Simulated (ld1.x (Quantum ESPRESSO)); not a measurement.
**Hf, TM semilocal: configuration errors across variants**

| Property | Result |
| --- | --- |
| Element | hafnium (Hf) |
| Generator | ld1.x (Quantum ESPRESSO) 7.5 |
| Type | norm-conserving Troullier–Martins (semilocal form) |
| Functional | PBE |
| Relativity | scalar-relativistic |
| Frozen core | [Kr] 4d10 4f14 5s2 |
| Valence charge | 10 |
| Reference configuration | 5p6 5d1 6s0 6p0 (charge +3) |
| Partial waves | 6s (bound, empty): rc 2.50 bohr; 5d (bound): rc 2.15 bohr; 5p (bound): rc 1.50 bohr |
| Local potential | the p channel |
| Core correction | none |

All-electron excitation energies from the reference (eV): (1) 5p6 5d2 6s2 6p0 -43.950; (2) 5p6 5d2 6s1 6p0 -35.974; (3) 5p6 5d2 6s0 6p0 -21.794; (4) 5p6 5d2.5 6s1.5 6p0 -42.695; (5) 5p5 5d2 6s2 6p0 -2.929; (6) 5p6 5d3 6s1 6p0 -41.357; (7) 5p6 5d1 6s2 6p0 -37.452.

A semilocal file is local in each channel, so a ghost entry of none says nothing of the separable form that plane-wave codes build from it.

Errors AE − PS in meV (a dash: test not solved or not reliable):

| change | (1) | (2) | (3) | (4) | (5) | (6) | (7) | bound ghosts |
| --- | --- | --- | --- | --- | --- | --- | --- | --- |
| base | +239 | +128 | +11 | +210 | -1.0 | +174 | +160 | none |
| wave 5d (bound): rc 2.15 bohr becomes 5d (bound): rc 1.38 bohr | +238 | +128 | +11 | +210 | -1.8 | +173 | +160 | none |
| wave 5d (bound): rc 2.15 bohr becomes 5d (bound): rc 1.74 bohr | +238 | +128 | +11 | +210 | -2.4 | +173 | +160 | none |
| wave 5d (bound): rc 2.15 bohr becomes 5d (bound): rc 2.10 bohr | +239 | +128 | +11 | +210 | -0.7 | +174 | +160 | none |
| wave 5d (bound): rc 2.15 bohr becomes 5d (bound): rc 2.34 bohr | +238 | +128 | +12 | +209 | -3.5 | +173 | +160 | none |
| wave 5d (bound): rc 2.15 bohr becomes 5d (bound): rc 2.86 bohr | +226 | +126 | +22 | +199 | -30 | +164 | +154 | none |
| wave 5d (bound): rc 2.15 bohr becomes 5d (bound): rc 3.12 bohr | +211 | +127 | +39 | +188 | -57 | +159 | +142 | none |

(1) Give the same row for: wave 5d (bound): rc 2.15 bohr becomes 5d (bound): rc 2.66 bohr.

Answers

(1) +233, +127, +16, +204, -16, +168, +158; bound ghosts: none.
